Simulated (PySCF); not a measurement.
Calculation: PBE-D3(BJ)/def2-TZVP // PBE0-D4/def2-TZVP (PySCF). Gas-phase values, no solvent. 

Reference species (SMILES): `F[B]F` (neutral, multiplicity 2).

The dipole moment is 0.14 D.

Changed species: `Br[B]Br` (radical fragment; the reference has radical fragment).

Q: Give the shifts of the dipole moment.

A: the dipole moment rises by 0.41 D, to 0.55 D.
